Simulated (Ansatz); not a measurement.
All values below come from PBE-D3(BJ)/def2-SVP run with Ansatz (an electronic-structure program). No frequencies were computed at this level.

Ansatz 0.2 input:
```yaml
crystal:
  periodic: [false, false, false]
  atoms:
    - { symbol: Si, position_ang: [3.557839, -0.510067, -0.156942] }
    - { symbol: C, position_ang: [1.701527, -0.182269, -0.018164] }
    - { symbol: C, position_ang: [1.196186, 0.592922, 1.041633] }
    - { symbol: C, position_ang: [-0.146576, 0.831542, 1.181918] }
    - { symbol: S, position_ang: [-0.770984, 1.813204, 2.518979] }
    - { symbol: C, position_ang: [-1.0696, 0.294474, 0.253744] }
    - { symbol: C, position_ang: [-2.461462, 0.488882, 0.324498] }
    - { symbol: C, position_ang: [-3.265648, -0.077545, -0.627217] }
    - { symbol: C, position_ang: [-2.664781, -0.837419, -1.646086] }
    - { symbol: N, position_ang: [-1.381811, -1.037669, -1.744093] }
    - { symbol: C, position_ang: [-0.565806, -0.491729, -0.820916] }
    - { symbol: C, position_ang: [0.820647, -0.710865, -0.930315] }
    - { symbol: H, position_ang: [3.931791, -0.522539, -1.570159] }
    - { symbol: H, position_ang: [3.855098, -1.801244, 0.467942] }
    - { symbol: H, position_ang: [4.269634, 0.555043, 0.554841] }
    - { symbol: H, position_ang: [1.892946, 1.008551, 1.757304] }
    - { symbol: H, position_ang: [0.420064, 2.060901, 3.061918] }
    - { symbol: H, position_ang: [-2.873779, 1.082251, 1.129291] }
    - { symbol: H, position_ang: [-4.336664, 0.050156, -0.605328] }
    - { symbol: H, position_ang: [-3.273614, -1.297586, -2.414622] }
    - { symbol: H, position_ang: [1.166063, -1.309876, -1.758529] }
basis:
  gaussian: { orbitals: def2-svp }
hamiltonian:
  xc: pbe
  dispersion: d3bj
relax:
  max_steps: 150
```

Output:

```
[...]
these checks for a lower state are left out or cut short: starts, cluster_reference, orbital_swaps, neighbouring_geometries, increment
2517 factors; their error is unknown
mean field -29646.24998202 eV, -1089.4795918892 hartree, gradient 1.9e-5 eV, S^2 0.000000; 0 other end points of the search recorded, 0 dependent functions left out
reference -29646.25002808 eV, -1089.4795935819 hartree; 50, 50 occupied and 171, 171 virtual orbitals, 2517 factors
relax step  10: F+E_penalty+E_count = -29647.02000431 eV  Δ(F+E_penalty+E_count) = -7.794e-4 eV  max|allowed force component| = 2.472e-2 eV/Å  Δτ_max = 0.0859 Å  (33 SCF iters, accepted)
these checks for a lower state are left out or cut short: starts, cluster_reference, orbital_swaps, neighbouring_geometries, increment
2517 factors; their error is unknown
mean field -29646.24618987 eV, -1089.4794525305 hartree, gradient 1.9e-5 eV, S^2 0.000000; 0 other end points of the search recorded, 0 dependent functions left out
reference -29646.24623600 eV, -1089.4794542256 hartree; 50, 50 occupied and 171, 171 virtual orbitals, 2517 factors
relax step  11: F+E_penalty+E_count = -29647.01604995 eV  Δ(F+E_penalty+E_count) = +3.954e-3 eV  max|allowed force component| = 2.146e-1 eV/Å  Δτ_max = 0.1963 Å  (32 SCF iters, rejected (line search))
these checks for a lower state are left out or cut short: starts, cluster_reference, orbital_swaps, neighbouring_geometries, increment
2517 factors; their error is unknown
mean field evaluation 96: about -29646.4312 eV, gradient 1.4e-2 eV
mean field -29646.24192275 eV, -1089.4792957166 hartree, gradient 1.8e-5 eV, S^2 0.000000; 0 other end points of the search recorded, 0 dependent functions left out
reference -29646.24196876 eV, -1089.4792974075 hartree; 50, 50 occupied and 171, 171 virtual orbitals, 2517 factors
relax step  12: F+E_penalty+E_count = -29647.01199053 eV  Δ(F+E_penalty+E_count) = +8.014e-3 eV  max|allowed force component| = 2.378e-1 eV/Å  Δτ_max = 0.0259 Å  (34 SCF iters, rejected (line search))
these checks for a lower state are left out or cut short: starts, cluster_reference, orbital_swaps, neighbouring_geometries, increment
2517 factors; their error is unknown
mean field -29646.25019132 eV, -1089.4795995809 hartree, gradient 1.8e-5 eV, S^2 0.000000; 0 other end points of the search recorded, 0 dependent functions left out
reference -29646.25023738 eV, -1089.4796012736 hartree; 50, 50 occupied and 171, 171 virtual orbitals, 2517 factors
relax step  13: F+E_penalty+E_count = -29647.02019302 eV  Δ(F+E_penalty+E_count) = -1.887e-4 eV  max|allowed force component| = 1.424e-2 eV/Å  Δτ_max = 0.0129 Å  (35 SCF iters, accepted)
these checks for a lower state are left out or cut short: starts, cluster_reference, orbital_swaps, neighbouring_geometries, increment
2517 factors; their error is unknown
mean field -29646.25100597 eV, -1089.4796295187 hartree, gradient 1.8e-5 eV, S^2 0.000000; 0 other end points of the search recorded, 0 dependent functions left out
reference -29646.25105205 eV, -1089.4796312121 hartree; 50, 50 occupied and 171, 171 virtual orbitals, 2517 factors
relax step  14: F+E_penalty+E_count = -29647.02093568 eV  Δ(F+E_penalty+E_count) = -7.427e-4 eV  max|allowed force component| = 2.650e-2 eV/Å  Δτ_max = 0.0981 Å  (33 SCF iters, accepted)
these checks for a lower state are left out or cut short: starts, cluster_reference, orbital_swaps, neighbouring_geometries, increment
2517 factors; their error is unknown
mean field -29646.25098516 eV, -1089.4796287541 hartree, gradient 1.8e-5 eV, S^2 0.000000; 0 other end points of the search recorded, 0 dependent functions left out
reference -29646.25103126 eV, -1089.4796304481 hartree; 50, 50 occupied and 171, 171 virtual orbitals, 2517 factors
relax step  15: F+E_penalty+E_count = -29647.02085759 eV  Δ(F+E_penalty+E_count) = +7.809e-5 eV  max|allowed force component| = 8.153e-2 eV/Å  Δτ_max = 0.0875 Å  (33 SCF iters, rejected (line search))
these checks for a lower state are left out or cut short: starts, cluster_reference, orbital_swaps, neighbouring_geometries, increment
2517 factors; their error is unknown
mean field evaluation 128: about -29646.2514 eV, gradient 1.8e-5 eV
mean field -29646.25135769 eV, -1089.4796424443 hartree, gradient 1.8e-5 eV, S^2 0.000000; 0 other end points of the search recorded, 0 dependent functions left out
reference -29646.25140378 eV, -1089.4796441380 hartree; 50, 50 occupied and 171, 171 virtual orbitals, 2517 factors
relax step  16: F+E_penalty+E_count = -29647.02127986 eV  Δ(F+E_penalty+E_count) = -3.442e-4 eV  max|allowed force component| = 2.406e-2 eV/Å  Δτ_max = 0.0425 Å  (34 SCF iters, accepted)
these checks for a lower state are left out or cut short: starts, cluster_reference, orbital_swaps, neighbouring_geometries, increment
2517 factors; their error is unknown
mean field -29646.25161457 eV, -1089.4796518842 hartree, gradient 1.9e-5 eV, S^2 0.000000; 0 other end points of the search recorded, 0 dependent functions left out
reference -29646.25166065 eV, -1089.4796535776 hartree; 50, 50 occupied and 171, 171 virtual orbitals, 2517 factors
relax step  17: F+E_penalty+E_count = -29647.02159478 eV  Δ(F+E_penalty+E_count) = -3.149e-4 eV  max|allowed force component| = 3.510e-2 eV/Å  Δτ_max = 0.0735 Å  (33 SCF iters, accepted)
these checks for a lower state are left out or cut short: starts, cluster_reference, orbital_swaps, neighbouring_geometries, increment
2517 factors; their error is unknown
mean field -29646.25185972 eV, -1089.4796608936 hartree, gradient 1.8e-5 eV, S^2 0.000000; 0 other end points of the search recorded, 0 dependent functions left out
reference -29646.25190581 eV, -1089.4796625871 hartree; 50, 50 occupied and 171, 171 virtual orbitals, 2517 factors
relax step  18: F+E_penalty+E_count = -29647.02177785 eV  Δ(F+E_penalty+E_count) = -1.831e-4 eV  max|allowed force component| = 4.176e-2 eV/Å  Δτ_max = 0.0355 Å  (34 SCF iters, accepted)
these checks for a lower state are left out or cut short: starts, cluster_reference, orbital_swaps, neighbouring_geometries, increment
2517 factors; their error is unknown
mean field -29646.25203684 eV, -1089.4796674026 hartree, gradient 1.8e-5 eV, S^2 0.000000; 0 other end points of the search recorded, 0 dependent functions left out
reference -29646.25208294 eV, -1089.4796690965 hartree; 50, 50 occupied and 171, 171 virtual orbitals, 2517 factors
relax step  19: F+E_penalty+E_count = -29647.02196696 eV  Δ(F+E_penalty+E_count) = -1.891e-4 eV  max|allowed force component| = 3.550e-2 eV/Å  Δτ_max = 0.0336 Å  (34 SCF iters, accepted)
these checks for a lower state are left out or cut short: starts, cluster_reference, orbital_swaps, neighbouring_geometries, increment
2517 factors; their error is unknown
mean field -29646.25220497 eV, -1089.4796735810 hartree, gradient 1.9e-5 eV, S^2 0.000000; 0 other end points of the search recorded, 0 dependent functions left out
reference -29646.25225110 eV, -1089.4796752766 hartree; 50, 50 occupied and 171, 171 virtual orbitals, 2517 factors
relax step  20: F+E_penalty+E_count = -29647.02216409 eV  Δ(F+E_penalty+E_count) = -1.971e-4 eV  max|allowed force component| = 2.769e-2 eV/Å  Δτ_max = 0.0620 Å  (33 SCF iters, accepted)
these checks for a lower state are left out or cut short: starts, cluster_reference, orbital_swaps, neighbouring_geometries, increment
2517 factors; their error is unknown
mean field evaluation 160: about -29646.2517 eV, gradient 5.0e-1 eV
mean field -29646.25226404 eV, -1089.4796757520 hartree, gradient 1.8e-5 eV, S^2 0.000000; 0 other end points of the search recorded, 0 dependent functions left out
reference -29646.25231022 eV, -1089.4796774491 hartree; 50, 50 occupied and 171, 171 virtual orbitals, 2517 factors
relax step  21: F+E_penalty+E_count = -29647.02221620 eV  Δ(F+E_penalty+E_count) = -5.211e-5 eV  max|allowed force component| = 3.365e-2 eV/Å  Δτ_max = 0.0498 Å  (34 SCF iters, accepted)
these checks for a lower state are left out or cut short: starts, cluster_reference, orbital_swaps, neighbouring_geometries, increment
2517 factors; their error is unknown
mean field -29646.25233551 eV, -1089.4796783783 hartree, gradient 1.8e-5 eV, S^2 0.000000; 0 other end points of the search recorded, 0 dependent functions left out
reference -29646.25238168 eV, -1089.4796800752 hartree; 50, 50 occupied and 171, 171 virtual orbitals, 2517 factors
relax step  22: F+E_penalty+E_count = -29647.02229711 eV  Δ(F+E_penalty+E_count) = -8.091e-5 eV  max|allowed force component| = 2.423e-2 eV/Å  Δτ_max = 0.0047 Å  (36 SCF iters, accepted)
these checks for a lower state are left out or cut short: starts, cluster_reference, orbital_swaps, neighbouring_geometries, increment
2517 factors; their error is unknown
mean field -29646.25237987 eV, -1089.4796800087 hartree, gradient 1.8e-5 eV, S^2 0.000000; 0 other end points of the search recorded, 0 dependent functions left out
reference -29646.25242605 eV, -1089.4796817055 hartree; 50, 50 occupied and 171, 171 virtual orbitals, 2517 factors
relax step  23: F+E_penalty+E_count = -29647.02235925 eV  Δ(F+E_penalty+E_count) = -6.214e-5 eV  max|allowed force component| = 1.694e-3 eV/Å  Δτ_max = 0.0055 Å  (36 SCF iters, accepted)
these checks for a lower state are left out or cut short: starts, cluster_reference, orbital_swaps, neighbouring_geometries, increment
2517 factors; their error is unknown
mean field -29646.25240586 eV, -1089.4796809636 hartree, gradient 1.8e-5 eV, S^2 0.000000; 0 other end points of the search recorded, 0 dependent functions left out
reference -29646.25245204 eV, -1089.4796826609 hartree; 50, 50 occupied and 171, 171 virtual orbitals, 2517 factors
relax step  24: F+E_penalty+E_count = -29647.02238474 eV  Δ(F+E_penalty+E_count) = -2.549e-5 eV  max|allowed force component| = 1.620e-3 eV/Å  Δτ_max = 0.0195 Å  (35 SCF iters, accepted)
these checks for a lower state are left out or cut short: starts, cluster_reference, orbital_swaps, neighbouring_geometries, increment
2517 factors; their error is unknown
mean field evaluation 192: about -29646.2524 eV, gradient 1.9e-5 eV
mean field -29646.25242573 eV, -1089.4796816938 hartree, gradient 1.9e-5 eV, S^2 0.000000; 0 other end points of the search recorded, 0 dependent functions left out
reference -29646.25247194 eV, -1089.4796833921 hartree; 50, 50 occupied and 171, 171 virtual orbitals, 2517 factors
relax step  25: F+E_penalty+E_count = -29647.02239254 eV  Δ(F+E_penalty+E_count) = -7.800e-6 eV  max|allowed force component| = 1.470e-2 eV/Å  Δτ_max = 0.0524 Å  (34 SCF iters, accepted)
these checks for a lower state are left out or cut short: starts, cluster_reference, orbital_swaps, neighbouring_geometries, increment
2517 factors; their error is unknown
mean field -29646.25244229 eV, -1089.4796823025 hartree, gradient 1.8e-5 eV, S^2 0.000000; 0 other end points of the search recorded, 0 dependent functions left out
reference -29646.25248850 eV, -1089.4796840005 hartree; 50, 50 occupied and 171, 171 virtual orbitals, 2517 factors
relax step  26: F+E_penalty+E_count = -29647.02241254 eV  Δ(F+E_penalty+E_count) = -2.000e-5 eV  max|allowed force component| = 4.654e-3 eV/Å  Δτ_max = 0.0113 Å  (36 SCF iters, accepted)
2517 factors; their error is unknown
mean field evaluation 224: about -29646.2524 eV, gradient 3.4e-3 eV
mean field -29646.25244229 eV, -1089.4796823025 hartree, gradient 1.8e-5 eV, S^2 0.000000; 1 other end points of the search recorded, 0 dependent functions left out
reference -29646.25248850 eV, -1089.4796840005 hartree; 50, 50 occupied and 171, 171 virtual orbitals, 2517 factors
Total energy: -29647.02245875 eV, -1089.5079798854 hartree
Atom 0 at     3.580057    -0.491794    -0.171977 Å, force     0.004654     0.000468     0.001398 eV/Å
Atom 1 at     1.721687    -0.192838    -0.012455 Å, force     0.000524    -0.000664     0.000035 eV/Å
Atom 2 at     1.209160     0.536746     1.102221 Å, force     0.000522    -0.000106     0.000449 eV/Å
Atom 3 at    -0.154544     0.777403     1.256952 Å, force    -0.000426    -0.000179    -0.000416 eV/Å
Atom 4 at    -0.819405     1.683672     2.636232 Å, force     0.000149     0.000011    -0.000162 eV/Å
Atom 5 at    -1.078404     0.281738     0.273053 Å, force     0.000461     0.000512    -0.000020 eV/Å
Atom 6 at    -2.485884     0.474352     0.340220 Å, force    -0.000312    -0.000382    -0.000123 eV/Å
Atom 7 at    -3.293873    -0.043273    -0.659309 Å, force    -0.000050     0.000050     0.000343 eV/Å
Atom 8 at    -2.683288    -0.755911    -1.728112 Å, force     0.000327     0.000383    -0.000265 eV/Å
Atom 9 at    -1.379713    -0.959199    -1.831792 Å, force    -0.000315     0.000106    -0.000159 eV/Å
Atom 10 at    -0.565518    -0.456674    -0.856107 Å, force     0.000347    -0.000591     0.000357 eV/Å
Atom 11 at     0.837799    -0.678682    -0.973068 Å, force    -0.000687     0.000244    -0.000790 eV/Å
Atom 12 at     3.852616    -1.264300    -1.431689 Å, force    -0.001484     0.002276     0.003448 eV/Å
Atom 13 at     4.094660    -1.266673     1.013048 Å, force    -0.001835     0.001522    -0.003161 eV/Å
Atom 14 at     4.323644     0.817684    -0.214253 Å, force    -0.002231    -0.003441    -0.000766 eV/Å
Atom 15 at     1.908011     0.921713     1.862964 Å, force     0.000269     0.000056    -0.000440 eV/Å
Atom 16 at     0.381699     1.916109     3.231447 Å, force    -0.000061    -0.000166     0.000061 eV/Å
Atom 17 at    -2.924440     1.031645     1.182907 Å, force     0.000040     0.000039    -0.000013 eV/Å
Atom 18 at    -4.385538     0.089262    -0.635009 Å, force     0.000010     0.000031     0.000009 eV/Å
Atom 19 at    -3.314377    -1.175187    -2.533657 Å, force    -0.000006    -0.000189     0.000124 eV/Å
Atom 20 at     1.176722    -1.246674    -1.851917 Å, force     0.000103     0.000021     0.000089 eV/Å
Dipole moment:    -0.124179     0.206272     0.318302 e Å
```

Cost: about 4 core-minutes (a rough figure).
